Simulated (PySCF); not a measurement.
# TlP⁺: from constants to spectrum

UHF-CCSD(T) constants of TlP⁺, ⁴Σ⁻ (quartet), unpaired electrons σ ↑, π ↑↑ (Tl def2-SVPD with ECP60, P def2-SVPD; scalar-relativistic core potentials (PySCF 2.14); masses 204.9744 and 30.9738 u):

```
ωe              : 80.7 cm⁻¹
ωexe            : 0.879 cm⁻¹
Be              : 0.055325 cm⁻¹
αe              : 0.000673 cm⁻¹
D (centrifugal) : 1.04e-07 cm⁻¹
```

Task: Give the vibrational terms G(v) and spacings up to v = 6.

Result: G(v) = ωe(v+½) − ωexe(v+½)².

| v | G(v) (cm⁻¹) | G(v) − G(v−1) | Bv (cm⁻¹) |
| --- | --- | --- | --- |
| 0 | 40.1 |  | 0.05499 |
| 1 | 119.1 | 78.9 | 0.05432 |
| 2 | 196.3 | 77.2 | 0.05364 |
| 3 | 271.7 | 75.4 | 0.05297 |
| 4 | 345.4 | 73.7 | 0.05230 |
| 5 | 417.3 | 71.9 | 0.05162 |
| 6 | 487.4 | 70.2 | 0.05095 |

Correlated steps freeze 9 core orbitals. Spin–orbit coupling is left out, which matters for elements this heavy, above all for dissociation energies. The state is the lowest determinant that a PBE0 search found; another state may lie lower at other levels.
